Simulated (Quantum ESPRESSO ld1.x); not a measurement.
The numbers below are computed, except where a source is named.
Initial-state core-level shifts of neutral ytterbium when its valence configuration changes from [Xe] 4f14 6s2. Level of theory: Dirac Kohn-Sham, PBE, spin-unpolarised, spherical densities, point nucleus; open shells are shared between the two j in proportion to 2j + 1 (ld1.x of Quantum ESPRESSO 7.5). Shifts are changes of the shell-averaged eigenvalues in eV (positive: less bound).

valence,2p,3s,3d,4p
4f14 6s1 6p1,-1.550,-1.526,-1.528,-1.540
4f13 6s1 6p2,-11.765,-12.494,-12.425,-12.177
4f14 5d2,+0.150,+0.136,+0.143,+0.165
4f14 5d1 6s1,+0.182,+0.172,+0.176,+0.188
4f14 6p2,-2.957,-2.909,-2.914,-2.938
4f14 5d1 6p1,-0.937,-0.932,-0.929,-0.924
4f13 5d1 6p2,-9.951,-10.723,-10.642,-10.381
4f13.5 5d0.5 6s2,-3.527,-3.881,-3.844,-3.740
4f13.5 5d1.5 6s1,-2.867,-3.236,-3.194,-3.077
